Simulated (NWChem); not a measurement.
# C2H6F2Si; SMILES F[SiH](F)CC

```xyz
11

Si    -0.0008    -0.6079    -0.4394
F     -1.2912    -1.0559     0.4297
F      1.2965    -1.0505     0.4223
C     -0.0047     1.2322    -0.6581
C     -0.0005     2.0181     0.6531
H     -0.0027    -1.3915    -1.6980
H      0.8727     1.4913    -1.2773
H     -0.8874     1.4891    -1.2706
H     -0.0009     3.1035     0.4719
H      0.8882     1.7809     1.2574
H     -0.8855     1.7811     1.2631
```
Atoms are numbered in this order, from 1.

Program: NWChem. Pople sets run with spherical d functions. All runs use the structure optimised with PBE0/def2-SVP. Atomic charges in e: unrestrained fits to the electrostatic potential beside Mulliken populations; buried atoms are poorly determined by the fit.

Q: What does the run give for Hartree-Fock/6-31G*? Quantities: ESP Si1; Mulliken Si1; ESP F2; Mulliken F2; ESP F3; Mulliken F3; ESP C4; Mulliken C4; ESP C5; Mulliken C5; relative RMS misfit of the potential (%).

A: The ESP Si1 is 0.99, the Mulliken Si1 is 1.46 and the ESP F2 comes out as -0.37. The Mulliken F2 is -0.54, the ESP F3 is -0.37 and the Mulliken F3 comes out as -0.54. The ESP C4 is -0.17 and the Mulliken C4 is -0.64. The ESP C5 comes out as 0.07, the Mulliken C5 comes out as -0.50 and the relative RMS misfit of the potential (%) is 25.
